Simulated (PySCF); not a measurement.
Si(F)(Cl)(Me)(Vi), C3H6ClFSi, SMILES C=C[Si](C)(F)Cl, PBE0/def2-SVP optimised geometry.

```
12

C     -1.34    -1.70    -2.40
C     -0.55    -2.17    -1.42
Si     0.03    -1.14     0.00
C     -0.56     0.61     0.00
F      1.66    -1.14     0.00
Cl    -0.52    -2.07     1.76
H     -1.69    -0.66    -2.41
H     -1.68    -2.32    -3.23
H     -0.24    -3.22    -1.47
H     -0.14     1.14     0.86
H     -0.24     1.13    -0.92
H     -1.66     0.66     0.07
```

Density from PySCF 2.14.0 with PBE0/def2-TZVP at that geometry.

Minimum of the electron density along straight lines between bonded atoms, close to the bond critical point (lines longer than 1.1 times the sum of covalent radii, or with two minima, are not listed):

| bond | length / Å | ρ at the minimum / e bohr⁻³ | ∇²ρ there / e bohr⁻⁵ | position (fraction from the first atom) |
|---|---|---|---|---|
| C1–C2 | 1.338 | 0.345 | -1.03 | 0.51 |
| C2–Si3 | 1.851 | 0.129 | 0.21 | 0.61 |
| Si3–C4 | 1.853 | 0.130 | 0.18 | 0.39 |
| Si3–F5 | 1.626 | 0.131 | 0.89 | 0.42 |
| Si3–Cl6 | 2.068 | 0.097 | 0.21 | 0.36 |
| C1–H7 | 1.096 | 0.278 | -0.97 | 0.65 |
| C1–H8 | 1.096 | 0.279 | -0.98 | 0.65 |
| C2–H9 | 1.098 | 0.274 | -0.94 | 0.65 |
| C4–H10 | 1.100 | 0.267 | -0.87 | 0.64 |
| C4–H11 | 1.101 | 0.266 | -0.87 | 0.64 |
| C4–H12 | 1.100 | 0.267 | -0.87 | 0.64 |
